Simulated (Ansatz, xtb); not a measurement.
Ranking isomers of C7H7FO

9 gas-phase structures of C7H7FO, from a drawn sample of its isomers (lower ones may exist). Each was relaxed with GFN2-xTB; where two conformers were screened, the lower at r2SCAN-D4/def2-SVP is listed:

A. `O=CC1=CC=CC[C@@H]1F`, a singlet
B. `O=CC1=C(F)CCC=C1`, a singlet
C. `O=CC1=CC=C(F)CC1`, a singlet
D. `O=CC1=CC=C[C@@H](F)C1`, a singlet
E. `O=CC1=C(F)C=CCC1`, a singlet
F. `O=CC1=CCCC=C1F`, a singlet
G. `O=CC1=CC(F)=CCC1`, a singlet
H. `O=CC1=CC[C@@H](F)C=C1`, a singlet
I. `O=CC1=CCCC(F)=C1`, a singlet

Task: Which do you expect lowest at r2SCAN-D4/def2-SVP, and how would the others follow?

Result: Calculated order at r2SCAN-D4/def2-SVP: C (0.000), E (0.114), I (0.156), G (0.163), B (0.168), A (0.226), D (0.227), H (0.313), F (0.375) eV. Less than 1 kcal/mol parts E and I; I and G; G and B; A and D, so the order within those pairs means little.

Energies above the lowest of each column, in eV; the last columns are at PBE-D3(BJ)/def2-SVP geometries and were run for some of them only (a dash: not run or not comparable):

```csv
structure,GFN2-xTB,HF/STO-3G,r2SCAN-D4/def2-SVP,PBE-D3(BJ)/def2-SVP,CCSD(T)/def2-SVP + ΔMP2/def2-TZVPP
C,0.000,0.004,0.000,0.000,0.000
E,0.075,0.059,0.114,0.124,0.110
I,0.117,0.031,0.156,0.152,0.076
G,0.092,0.107,0.163,0.159,0.102
B,0.126,0.000,0.168,0.168,0.134
A,0.224,0.370,0.226,0.251,0.076
D,0.230,0.353,0.227,–,–
H,0.296,0.353,0.313,–,–
F,0.191,0.117,0.375,–,–
```

Every level run on C puts it lowest or level with the lowest. CCSD(T)/def2-SVP + ΔMP2/def2-TZVPP orders those it was run on as C (0.000), I (0.076), A (0.076), G (0.102), E (0.110), B (0.134) eV. Less than 1 kcal/mol parts I and A; A and G; G and E; E and B, so the order within those pairs means little. Flexible structures stand in one conformer each, not always the lowest. Frequencies (GFN2-xTB) were run for A, B, C, E, G, I alone. ΔMP2 is the change of the MP2 energy from the smaller to the larger basis.

Over these structures GFN2-xTB departs from r2SCAN-D4/def2-SVP by 0.037 eV on average once a common shift is removed. A GFN2-xTB relaxation took about 0.1 s and the r2SCAN-D4/def2-SVP energy about 5.1 s on a shared host (Ansatz 0.2.0, xtb 6.7.1).
